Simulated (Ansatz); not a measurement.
Cl2Ga2H6N2, SMILES `[Cl][Ga@H-]1[NH2+][Ga@@H-]([Cl])[NH2+]1`, 12 atoms. Total charge 0; spin multiplicity 1. Correlated methods include outer-core shells of Ga, which these sets cover unevenly. Scalar relativity is left out up to krypton. All runs use 4 threads of an Arm Neoverse V2 on a shared host. Correlated methods freeze the cores.

Question: Give the basis size and wall time and peak host memory of each of these runs in Ansatz. direct RPA on PBE orbitals/def2-TZVPP energy; RHF-CCSD(T)/def2-SVP energy; RKS ωB97M-V/def2-QZVPP energy; RKS CAM-B3LYP-D4/def2-TZVPP energy; RKS PBE0-D4/def2-SVP energy; RHF-MP2/def2-TZVPP energy; RKS PBE0-D4/def2-TZVP relaxation (12 steps); RKS ωB97M-V/def2-SVP energy; RKS B97M-V/def2-TZVPP energy; RKS PBE0-D4/def2-QZVPP energy; RHF-MP2/def2-QZVPP energy; RKS ωB97X-V/def2-TZVPP energy. (Estimate.)

Answer: Ansatz gave: Other jobs shared the machine, so times are rough.

```csv
level,job,functions,wall time,peak host memory (GiB)
RKS PBE0-D4/def2-SVP,energy,158,3 s,0.64
RKS ωB97M-V/def2-SVP,energy,158,11 s,0.78
RHF-MP2/def2-TZVPP,energy,326,12 s,1.2
RKS CAM-B3LYP-D4/def2-TZVPP,energy,326,14 s,2
direct RPA on PBE orbitals/def2-TZVPP,energy,326,14 s,1.1
RKS B97M-V/def2-TZVPP,energy,326,21 s,0.83
RKS ωB97X-V/def2-TZVPP,energy,326,23 s,2.1
RKS PBE0-D4/def2-QZVPP,energy,612,30 s,4.1
RHF-CCSD(T)/def2-SVP,energy,158,49 s,1.4
RHF-MP2/def2-QZVPP,energy,612,65 s,5.9
RKS ωB97M-V/def2-QZVPP,energy,612,67 s,4.7
RKS PBE0-D4/def2-TZVP,relaxation (12 steps),268,2.1 min,1.3
```
